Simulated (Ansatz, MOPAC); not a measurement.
Molecule: Si2H4Cl2, net charge 0, singlet state. SMILES: Cl[SiH2][SiH2]Cl
Structure (B3LYP-D3(BJ)/def2-TZVP (Ansatz, a quantum-chemistry and plane-wave program) minimum search):
```
Si
H 1 1.4783
H 1 1.4783 2 109.70
Cl 1 2.0766 2 108.35 3 -118.08
Si 1 2.3407 2 111.39 3 123.79
H 5 1.4783 1 111.39 2 57.59
H 5 1.4783 6 109.70 1 -123.79
Cl 5 2.0766 6 108.35 7 -118.08
```

PM7 beside other levels, property by property. Terms: PM7 with its own dispersion and hydrogen-bond terms; spin-orbit terms left out; each state is the SCF solution reached for its charge and spin; dispersion terms only where a functional's name holds one; UHF or UKS for open shells; 6-31G* and kin with 6d, 5d where marked; non-relativistic; valence correlation only. CBS(X,Y): correlation extrapolated as X^-3; Hartree-Fock from the larger set. The bracket is a focal-point correction in the basis named. Ab initio and DFT rows: single points at B3LYP-D3(BJ) geometries (Ansatz), with unscaled harmonic terms from B3LYP/6-31G* (Ansatz) at its own minima, enthalpies of formation by atomisation with measured atoms. Semi-empirical rows: MOPAC heats of formation at their own minima for 298 K, the proton's as measured; differences of heats of formation at the shared geometry for vertical values. Sets without +, aug- or the D of def2-TZVPD hold no diffuse functions, which anions need.

Coupled cluster (Ansatz) is a level with limits of its own, used here on species with T1 under 0.025 (0.045 for open shells) and stable references: (a) RI-MP2/CBS(aug-cc-pV(T+d)Z,aug-cc-pV(Q+d)Z)+[CCSD(T)-MP2]/aug-cc-pV(T+d)Z; (b) CCSD(T)/CBS(aug-cc-pV(T+d)Z,aug-cc-pV(Q+d)Z); (c) CCSD(T)/CBS(cc-pV(T+d)Z,cc-pV(Q+d)Z).

| property | PM7 (MOPAC) | HF/6-31G* (Ansatz) | PBE0/def2-TZVPD (Ansatz) | wB97M-V/def2-TZVPD (Ansatz) | to compare with |
|---|---|---|---|---|---|
| vertical ionisation energy to the doublet (eV) | 10.78 | 10.26 | 10.10 | 10.33 | 10.53 coupled cluster (a) |
| deprotonation enthalpy (H-Si bond) at 298 K, to Cl[SiH-][SiH2]Cl + H+ (kcal/mol) | 303.8 | 349.9 | 344.1 | 340.5 | 345.6 coupled cluster (b) |
| Si-Si bond dissociation enthalpy at 298 K, to [SiH2]Cl (SiH2Cl) + [SiH2]Cl (SiH2Cl) (kcal/mol) | 35.5 | 55.8 | 70.9 | 76.2 | 76.8 coupled cluster (c) |
| enthalpy of formation at 298 K (kcal/mol) | -66.1 | 79.6 | -56.8 | -67.0 | -69.8 coupled cluster (b) |
| Cl-Si bond dissociation enthalpy at 298 K, to [SiH2][SiH2]Cl + Cl atom (kcal/mol) | 81.2 | 75.9 | 103.0 | 107.6 | 107.4 coupled cluster (b) |

As the rows show:
- vertical ionisation energy to the doublet: PM7 lies 0.25 eV above coupled cluster.
- deprotonation enthalpy (H-Si bond) at 298 K, to Cl[SiH-][SiH2]Cl + H+: PM7 lies 41.8 kcal/mol below coupled cluster.
- Si-Si bond dissociation enthalpy at 298 K, to [SiH2]Cl (SiH2Cl) + [SiH2]Cl (SiH2Cl): PM7 lies 41.3 kcal/mol below coupled cluster.
- enthalpy of formation at 298 K: PM7 lies 3.7 kcal/mol above coupled cluster.
- Cl-Si bond dissociation enthalpy at 298 K, to [SiH2][SiH2]Cl + Cl atom: PM7 lies 26.2 kcal/mol below coupled cluster.

The properties are those with a value to compare with, at most eight drawn at random. No case is left out for the size of its miss. Left out are saddle points of the reference geometry, anions that the best level run finds unbound, excited spin states, species near biochemistry, 298 K rows of species without real B3LYP wavenumbers, cases with under five habitual levels, runs that failed or that the program found above a lower state of the same kind, table entries that another table contradicts, and a share of species set aside by lot.
